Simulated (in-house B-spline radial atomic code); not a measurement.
# Cd VII (Cd6+): [Kr] (4d3/2)4 (4d5/2)2

All numbers are computed (Dirac-Hartree-Fock, average of the jj configuration; Fermi nucleus of rms radius 4.6087 fm) with a B-spline radial code for spherical atoms, not measured.

Z_r = [3n² - l(l+1)]/(2<r>); Z_e = n√(-2ε); the last column is Slater's effective charge. Values are occupation-weighted means over j. An effective charge above Z reflects the relativistic contraction of the inner shells.

| shell | electrons | ε (eV) | <r> (bohr) | Z_r | Z_e | Slater |
| --- | --- | --- | --- | --- | --- | --- |
| 1s | 2 | -26966 | 0.03039 | 49.36 | 44.52 | 47.70 |
| 2s | 2 | -4175.6 | 0.1311 | 45.78 | 35.04 | 43.85 |
| 2p | 6 | -3753.3 | 0.1147 | 43.58 | 33.22 | 43.85 |
| 3s | 2 | -895.92 | 0.3558 | 37.94 | 24.34 | 36.75 |
| 3p | 6 | -753.39 | 0.3548 | 35.23 | 22.32 | 36.75 |
| 3d | 10 | -529.09 | 0.3334 | 31.50 | 18.71 | 26.85 |
| 4s | 2 | -221.3 | 0.8635 | 27.79 | 16.13 | 20.25 |
| 4p | 6 | -174.96 | 0.9259 | 24.84 | 14.34 | 20.25 |
| 4d | 6 | -109.06 | 1.078 | 19.49 | 11.32 | 10.25 |

The least bound orbital is 4d5/2 at -108 eV, and it is also the most diffuse (<r> = 1.085 bohr).

For the 1s electron the small component carries 3.1 % of the norm, the zero-frequency Breit interaction raises the level by 59.43 eV, self-energy by 33.35 eV, and vacuum polarisation lowers it by 4.252 eV.

The density falls to 0.001 bohr⁻³ at 2.566 bohr; Σ<r²> = 18.182 bohr² gives, by the non-relativistic formula and without the paramagnetism of open shells, a Langevin diamagnetic susceptibility of -14.4×10⁻⁶ cm³/mol.
